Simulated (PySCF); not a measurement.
C3H7B, SMILES CBC=C. Atoms are numbered in the order given.

```xyz
11

B     -0.7478     0.6285     0.0000
H     -1.8725     1.0842     0.0000
C      0.4419     1.6492     0.0000
H      1.4571     1.2246     0.0000
H      0.3441     2.3191     0.8748
H      0.3441     2.3191    -0.8748
C     -0.5902    -0.9195     0.0000
C      0.6010    -1.5477     0.0000
H     -1.4870    -1.5530     0.0000
H      0.6944    -2.6400     0.0000
H      1.5429    -0.9883     0.0000
```

The structure is a stationary point at B3LYP-D3(BJ)/def2-SVP. The structure was generated by enumeration, and PubChem lists no compound with its InChIKey, so it may never have been made. The values are those of a single conformer.

These are B3LYP-D3(BJ)/def2-SVP (PySCF) values and carry that method's errors.

Harmonic, unscaled wavenumbers; measured fundamentals usually lie a few per cent lower.

Computed normal modes with their intensities:
```json
[
 {"mode": "1", "ν (cm⁻¹)": "79", "IR (km/mol)": "1.0", "moving atoms (share of kinetic energy)": "H 55 %, C 30 %, B 15 %"},
 {"mode": "2", "ν (cm⁻¹)": "102", "IR (km/mol)": "2.2", "moving atoms (share of kinetic energy)": "H 94 %"},
 {"mode": "3", "ν (cm⁻¹)": "249", "IR (km/mol)": "0.0", "moving atoms (share of kinetic energy)": "C 62 %, H 33 %"},
 {"mode": "4", "ν (cm⁻¹)": "478", "IR (km/mol)": "0.5", "moving atoms (share of kinetic energy)": "H 84 %, C 16 %"},
 {"mode": "5", "ν (cm⁻¹)": "498", "IR (km/mol)": "0.3", "moving atoms (share of kinetic energy)": "H 40 %, C 37 %, B 23 %"},
 {"mode": "6", "ν (cm⁻¹)": "666", "IR (km/mol)": "0.4", "moving atoms (share of kinetic energy)": "H 89 %, C 11 %"},
 {"mode": "7", "ν (cm⁻¹)": "749", "IR (km/mol)": "0.2", "moving atoms (share of kinetic energy)": "H 48 %, C 44 %, B 8 %"},
 {"mode": "8", "ν (cm⁻¹)": "911", "IR (km/mol)": "17.8", "moving atoms (share of kinetic energy)": "H 62 %, B 25 %, C 14 %"},
 {"mode": "9", "ν (cm⁻¹)": "954", "IR (km/mol)": "42.4", "moving atoms (share of kinetic energy)": "H 50 %, B 37 %, C 13 %"},
 {"mode": "10", "ν (cm⁻¹)": "992", "IR (km/mol)": "12.8", "moving atoms (share of kinetic energy)": "H 65 %, C 19 %, B 16 %"},
 {"mode": "11", "ν (cm⁻¹)": "1020", "IR (km/mol)": "29.5", "moving atoms (share of kinetic energy)": "H 74 %, C 26 %"},
 {"mode": "12", "ν (cm⁻¹)": "1059", "IR (km/mol)": "12.6", "moving atoms (share of kinetic energy)": "H 87 %, C 13 %"},
 {"mode": "13", "ν (cm⁻¹)": "1065", "IR (km/mol)": "8.3", "moving atoms (share of kinetic energy)": "H 66 %, C 22 %, B 13 %"},
 {"mode": "14", "ν (cm⁻¹)": "1239", "IR (km/mol)": "58.5", "moving atoms (share of kinetic energy)": "H 64 %, B 30 %"},
 {"mode": "15", "ν (cm⁻¹)": "1304", "IR (km/mol)": "1.4", "moving atoms (share of kinetic energy)": "H 72 %, C 27 %"},
 {"mode": "16", "ν (cm⁻¹)": "1324", "IR (km/mol)": "116.2", "moving atoms (share of kinetic energy)": "H 60 %, C 25 %, B 15 %"},
 {"mode": "17", "ν (cm⁻¹)": "1432", "IR (km/mol)": "1.8", "moving atoms (share of kinetic energy)": "H 95 %"},
 {"mode": "18", "ν (cm⁻¹)": "1432", "IR (km/mol)": "50.6", "moving atoms (share of kinetic energy)": "H 80 %, C 19 %"},
 {"mode": "19", "ν (cm⁻¹)": "1438", "IR (km/mol)": "10.1", "moving atoms (share of kinetic energy)": "H 86 %, C 8 %"},
 {"mode": "20", "ν (cm⁻¹)": "1667", "IR (km/mol)": "45.9", "moving atoms (share of kinetic energy)": "C 82 %, H 17 %"},
 {"mode": "21", "ν (cm⁻¹)": "2557", "IR (km/mol)": "191.1", "moving atoms (share of kinetic energy)": "H 91 %, B 9 %"},
 {"mode": "22", "ν (cm⁻¹)": "3008", "IR (km/mol)": "1.0", "moving atoms (share of kinetic energy)": "H 97 %"},
 {"mode": "23", "ν (cm⁻¹)": "3065", "IR (km/mol)": "7.0", "moving atoms (share of kinetic energy)": "H 91 %, C 9 %"},
 {"mode": "24", "ν (cm⁻¹)": "3113", "IR (km/mol)": "9.2", "moving atoms (share of kinetic energy)": "H 91 %, C 9 %"},
 {"mode": "25", "ν (cm⁻¹)": "3116", "IR (km/mol)": "31.1", "moving atoms (share of kinetic energy)": "H 94 %"},
 {"mode": "26", "ν (cm⁻¹)": "3129", "IR (km/mol)": "11.8", "moving atoms (share of kinetic energy)": "H 92 %, C 8 %"},
 {"mode": "27", "ν (cm⁻¹)": "3209", "IR (km/mol)": "13.0", "moving atoms (share of kinetic energy)": "H 89 %, C 11 %"}
]
```
